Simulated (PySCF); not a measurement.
Cl2Y (SMILES [Cl][Y+][Cl]), charge +1, singlet, geometry from GFN2-xTB (such geometries of metal compounds can be far from the true shape) (the multiplicity is a formal guess) (core potentials on Y).

The PySCF input:
```python
from pyscf import gto, scf, dft

mol = gto.M(
    atom='''
Y     0.57590956   -0.03725126    0.56239799
Cl    0.55480110    0.35336423   -1.86913145
Cl   -1.87600539   -0.26790545    0.57892429
''',
    basis='def2-sv(p)',
    ecp={'Y': 'def2-sv(p)'},
    charge=1,
    verbose=4,
)

mf = dft.RKS(mol)
mf.xc = 'tpss'
mf.kernel()
```

Question: Estimate the Mulliken (on the basis functions themselves) charges in atom order that TPSS/def2-SV(P) (PySCF) returns for this input.

Answer: Y1 1.34, Cl2 -0.17, Cl3 -0.17

Question: What nuclear repulsion energy does TPSS/def2-SV(P) give?

Answer: 123.9885 Eh

Question: Estimate the HOMO-LUMO gap that TPSS/def2-SV(P) returns for this input.

Answer: 3.13 eV
